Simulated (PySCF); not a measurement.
A structure optimised at B3LYP-D3(BJ)/def2-TZVP, used in a PySCF frequency run:

```xyz
6

Cd     0.0000     0.0000    -0.3215
H      0.0000     0.0000    -2.0040
C      0.0000     0.0000     1.8110
H      0.8857     0.5114     2.1893
H      0.0000    -1.0227     2.1893
H     -0.8857     0.5114     2.1893
```
Charge 0, spin multiplicity 1.

Q: Write its SMILES, formula and point group.

A: [CH3][CdH], CH₄Cd, C3v

Q: What are its rotational constants (standard atomic weights)?

A: 159.78, 7.1799, 7.1799 GHz
